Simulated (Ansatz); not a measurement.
# Interaction energy ladder

The pair of H$_{2}$ (SMILES [H][H], atoms 1–2) and CH$_{2}$F$_{2}$ (SMILES FCF, atoms 3–7), both closed shells, in one local arrangement (a lower one may exist), relaxed at PBE0-D4/def2-TZVP:

```
7
angstrom
H 0.0601 -0.3620 -3.0625
H -0.0199 -0.2940 -2.3234
F 0.5029 -0.9472 0.5378
C 0.0019 0.1494 1.1488
F -0.7075 0.8595 0.2432
H -0.6701 -0.1699 1.9501
H 0.8325 0.7642 1.5060
```

Ansatz 0.2.0; basis: def2-TZVPPD, with def2-QZVPPD for the basis limit; cores frozen in the correlated methods. B3LYP uses VWN-RPA correlation. Extrapolation: Hartree–Fock as exp(−7.88 √X), correlation as X^−2.97. Interaction energies count from these two fragments, frozen as in the pair, with the counterpoise correction; negative means bound.

**Question.** What is the interaction energy by CCSD(T) at an estimated basis limit (MP2 extrapolated from triple and quadruple zeta, plus CCSD(T) − MP2 in triple zeta)? (An estimate is asked for; the value comes from the calculation.)

**Answer.** Computed: -0.36 kcal/mol. Hartree–Fock alone gives 0.07 kcal/mol at the basis limit, so without correlation the pair would not bind at this distance. It counts from the two fragments frozen as in the pair.

The same quantity by other methods in triple zeta, and each one's difference from that estimate:
```json
{"method": "PBE-D4", "E_int (kcal/mol)": "-0.49", "difference": "-0.13"}
{"method": "revPBE-D4", "E_int (kcal/mol)": "-0.36", "difference": "0.00"}
{"method": "BLYP-D4", "E_int (kcal/mol)": "-0.15", "difference": "0.21"}
{"method": "r2SCAN-D4", "E_int (kcal/mol)": "-0.27", "difference": "0.09"}
{"method": "B97M-V", "E_int (kcal/mol)": "-0.35", "difference": "0.01"}
{"method": "PBE0-D4", "E_int (kcal/mol)": "-0.42", "difference": "-0.06"}
{"method": "B3LYP-D4", "E_int (kcal/mol)": "-0.25", "difference": "0.11"}
{"method": "HSE06-D4", "E_int (kcal/mol)": "-0.43", "difference": "-0.07"}
{"method": "wB97X-V", "E_int (kcal/mol)": "-0.39", "difference": "-0.03"}
{"method": "wB97M-V", "E_int (kcal/mol)": "-0.32", "difference": "0.04"}
{"method": "B2PLYP", "E_int (kcal/mol)": "-0.10", "difference": "0.26"}
{"method": "HF", "E_int (kcal/mol)": "0.06", "difference": "0.42"}
{"method": "MP2", "E_int (kcal/mol)": "-0.28", "difference": "0.08"}
{"method": "CCSD", "E_int (kcal/mol)": "-0.27", "difference": "0.09"}
{"method": "CCSD(T)", "E_int (kcal/mol)": "-0.32", "difference": "0.04"}
```
Differences are method less estimate.

**Question.** Which atoms make the shortest contact between the fragments?

**Answer.** H2 and F5, 2.90 Å apart.

Basis-set superposition shift (counterpoise-corrected less uncorrected): CCSD(T) 0.11; MP2 0.10; HF 0.01; PBE0-D4 0.02; wB97M-V 0.03 kcal/mol.

No T1 diagnostic of these runs exceeds 0.012.

For scale, one of the runs: CCSD(T)/def2-TZVPPD, 185 basis functions, launched by `ansatz run in.yaml --threads 2 --pin off --events-out ev --progress --plain --max-ram 5222MiB`. The run took 48 s on 2 CPU threads of an Arm Neoverse V1 (shared host), with 2 GiB of host memory at its peak.
